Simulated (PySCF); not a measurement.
C4H12ClNSi3.
Atom-mapped SMILES: `[CH2:1]=[C:2]([CH3:3])[Si@:4]1([Cl:5])[CH2:6][SiH2:7][N:8]1[SiH3:9]`

NICS = −σ at a ghost point: NICS(0) at the centroid of the ring atoms, NICS(1) 1 Å to either side along the normal of their mean plane, zz for the tensor component along that normal. Level: GIAO PBE0/pcSseg-1 (PySCF, non-relativistic, gas phase) on the GFN2-xTB geometry, one conformer.

Ring bond lengths (Å), with Mayer bond orders in brackets: Si4–C6 1.911 (0.90), C6–Si7 1.912 (0.92), Si7–N8 1.757 (0.91), N8–Si4 1.758 (0.88).

Question: What do the NICS probes read (ppm)?

Answer: 
| ring | type | NICS(0) | NICS(1), two faces | NICS(1)zz, two faces | rms pucker (Å) | centre to ring atoms, mean (Å) |
| --- | --- | --- | --- | --- | --- | --- |
| Si4–C6–Si7–N8 | 4-membered ring with N and 2 Si; formal bonds all single | -3.9 | -1.9 / -2.3 | 2.6 / 0.0 | 0.00 | 1.30 |

Question: What can be read from them?

Answer: 
- Si4–C6–Si7–N8: mean NICS(1)zz 1.3 ppm, near zero. Si4, C6, Si7 have four or more neighbours; no verdict on aromaticity is drawn.

Question: What field does 1 T along the ring normal induce along that normal at the second NICS(1) probe listed for ring Si4–C6–Si7–N8, 1 Å off the ring?

Answer: NICSzz × B0 = 0.0 ppm × 1 T = 0 μT.

Question: What are the shieldings of the ring atoms and their hydrogens in the same run (means over atoms taken as equivalent)?

Answer: 
| atoms | environment | σ isotropic (ppm) | principal values of the symmetric part, first atom (ppm) |
| --- | --- | --- | --- |
| Si4 | chlorine-bound silicon | 341.5 | 321.6, 344.0, 358.8 |
| C6 | sp3 carbon bound to silicon | 177.3 | 146.0, 183.6, 202.4 |
| Si7 | SiH2 silicon | 377.3 | 345.8, 368.8, 417.3 |
| N8 | nitrogen bridging silicon atoms | 217.1 | 185.7, 214.7, 250.8 |
| H on C6 | methylene hydrogen | 30.65 | 26.7, 28.1, 37.2 |
| H on C6 | methylene hydrogen | 30.62 | 26.5, 28.1, 37.3 |
| H on Si7 | Si–H hydrogen | 26.49 | 23.3, 24.2, 32.0 |
| H on Si7 | Si–H hydrogen | 26.43 | 23.1, 23.8, 32.4 |

The values belong to the conformer `[CH2:1]=[C:2]([CH3:3])[Si@:4]1([Cl:5])[CH2:6][SiH2:7][N:8]1[SiH3:9]`: C1–C2–Si4–Cl5 10°.
